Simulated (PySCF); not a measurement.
Predicted microwave data (CAM-B3LYP/def2-SVPD in PySCF (dipole) on a GFN2-xTB geometry, gas phase) for one isomer of C4H12O2Si:

```
Rotational constants : A = 5010, B = 1027, C = 906.9 MHz
Dipole components    : |μa| = 3.78 D, |μb| = 0.68 D, |μc| = 0.46 D
Inertial defect      : -35.82 u·Å²
κ                    : -0.94
```

Task: Which candidate fits, each taken in the one conformer that was computed?
A. `[CH3:1][CH2:2][O:3][SiH2:4][O:5][CH2:6][CH3:7]` with C1–C2–O3–Si4 -157°, C2–O3–Si4–O5 175°, O3–Si4–O5–C6 58°, Si4–O5–C6–C7 179°
B. `[CH3:1][CH2:2][C@H:3]([CH2:4][OH:5])[O:6][SiH3:7]` with C1–C2–C3–C4 -76°, C2–C3–C4–O5 -179°, C3–C4–O5–H -60°, C2–C3–O6–Si7 161°
C. `[CH3:1][CH2:2][C@@H:3]([OH:4])[CH2:5][SiH2:6][OH:7]` with C1–C2–C3–O4 66°, C2–C3–O4–H -54°, C2–C3–C5–Si6 180°, C3–C5–Si6–O7 55°, C5–Si6–O7–H -21°

Result: C. It is CC[C@@H](O)C[SiH2]O, a near-prolate asymmetric top, point group C1. The candidates at the same level (rigid rotor, commonest isotopes):

| SMILES | A (MHz) | B (MHz) | C (MHz) | μa (D) | μb (D) | μc (D) | Δ (u·Å²) | point group | rotor |
| --- | --- | --- | --- | --- | --- | --- | --- | --- | --- |
| CC[C@H](CO)O[SiH3] | 3543 | 1315 | 1023 | 2.16 | 1.05 | 0.93 | -32.94 | C1 | asymmetric top |
| CC[C@@H](O)C[SiH2]O | 5010 | 1027 | 906.9 | 3.78 | 0.68 | 0.46 | -35.82 | C1 | near-prolate asymmetric top |
| CCO[SiH2]OCC | 4800 | 892.0 | 791.8 | 0.90 | 0.33 | 0.92 | -33.56 | C1 | near-prolate asymmetric top |

`CC[C@H](CO)O[SiH3]` has A 29 % too low; `CCO[SiH2]OCC` has B 13 % too low. No structure here is proved a minimum.
